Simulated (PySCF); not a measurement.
Gas-phase reaction: 3 GaH + 4 O ⇌ Ga(OH)3 + Ga2O, at 1200 K and a standard pressure of 1 bar. Level: B3LYP/def2-TZVP†.

Energies from PySCF, thermal terms from the rigid-rotor harmonic-oscillator model, ideal gas at 1 bar. † marks an energy on the PBE0/def2-TZVP geometry and frequencies. Open shells (unrestricted): O (multiplicity 3, electronic degeneracy 9); the rest are closed-shell singlets. Spin-orbit splitting is ignored; it lowers the true energy and changes the entropy of O. B3LYP is the form with VWN-RPA correlation. Ga: all electrons, no relativistic terms. GaH, Ga(OH)3: computed as isolated molecules; such fragments, hydroxides, amides, oligomers or adducts are transient or little studied in the gas. The harmonic model lacks anharmonicity and excited electronic states, which grow with temperature; levels with a mode under 35 cm⁻¹ are left out. Soft modes under 120 cm⁻¹ make the harmonic entropy rough for Ga2O.

| species | E (Ha) | H(1200 K) − E (kJ/mol) | S°(1200 K) (J/mol/K) |
|---|---|---|---|
| GaH | -1925.47298 | 47.8 | 244.3 |
| O | -75.09628 | 24.9 | 190.6 |
| Ga(OH)3 | -2152.57858 | 235.8 | 479.6 |
| Ga2O | -3925.15328 | 75.8 | 369.5 |
E: electronic energy; H − E holds the zero-point and thermal terms. 1 Ha = 2625.5 kJ/mol.

Task: Work out ΔH°, ΔS°, ΔG° and log10 K from these numbers.

Result: 1. ΔE = 1×(-2152.57858) + 1×(-3925.15328) − 3×(-1925.47298) − 4×(-75.09628) = -0.92780 Ha = -2435.9 kJ.
2. Δ(H − E) = 1×(235.8) + 1×(75.8) − 3×(47.8) − 4×(24.9) = 68.6 kJ, so ΔH° = -2367.3 kJ.
3. ΔS° = 1×(479.6) + 1×(369.5) − 3×(244.3) − 4×(190.6) = -646.2 J/K; the number of gas molecules changes by -5.
4. ΔG° = ΔH° − TΔS° = -2367.3 − 1200×(-646.2)/1000 = -1591.9 kJ.
5. log10 K = −ΔG°/(RT ln 10) = 69.30, with RT ln 10 = 22.97 kJ/mol; at standard pressures the products are favoured.
6. A shift of 10 kJ in ΔE would move log10 K by 0.44 here.
For scale, ΔH°(298 K) is -2367 kJ at this level, -2432 kJ at ωB97M-V/def2-TZVP†, and runs from -3851 to -1396 kJ over the 19 levels computed.
